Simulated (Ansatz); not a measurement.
`CSCF` and `BCSCF` differ in one atom or group.

Ansatz, PBE0-D4/def2-TZVP geometries, multiplicity 1. Each molecule was computed in one conformer, which needn't be the lowest.

```json
{"property": "LUMO energy (ωB97M-V/def2-TZVPP) / eV", "`CSCF`": "2.62"}
{"property": "LUMO energy (PBE0/def2-TZVPP) / eV", "`CSCF`": "0.79"}
{"property": "HOMO energy (PBE0/def2-TZVPP) / eV", "`CSCF`": "-6.93"}
{"property": "HOMO–LUMO gap (B3LYP/def2-TZVPP) / eV", "`CSCF`": "7.20"}
{"property": "HOMO–LUMO gap (ωB97M-V/def2-TZVPP) / eV", "`CSCF`": "11.78"}
{"property": "HOMO energy (PBE/def2-TZVPP) / eV", "`CSCF`": "-5.69"}
```

Problem. What does the change do to each property? (Estimate.)

Solution. Computed: 
```json
{"property": "LUMO energy (ωB97M-V/def2-TZVPP) / eV", "`BCSCF`": "0.27", "shift": "-2.35"}
{"property": "LUMO energy (PBE0/def2-TZVPP) / eV", "`BCSCF`": "-1.66", "shift": "-2.45"}
{"property": "HOMO energy (PBE0/def2-TZVPP) / eV", "`BCSCF`": "-6.98", "shift": "-0.05"}
{"property": "HOMO–LUMO gap (B3LYP/def2-TZVPP) / eV", "`BCSCF`": "4.84", "shift": "-2.36"}
{"property": "HOMO–LUMO gap (ωB97M-V/def2-TZVPP) / eV", "`BCSCF`": "9.49", "shift": "-2.29"}
{"property": "HOMO energy (PBE/def2-TZVPP) / eV", "`BCSCF`": "-5.76", "shift": "-0.07"}
```

With PBE0 the HOMO falls by 0.05 eV and the LUMO falls by 2.45 eV, so the gap narrows by about 2.40 eV. PBE moves the HOMO by -0.07 eV and ωB97M-V by -0.05 eV.

B3LYP here is the variant with VWN-RPA as its local correlation; programs differ in this.
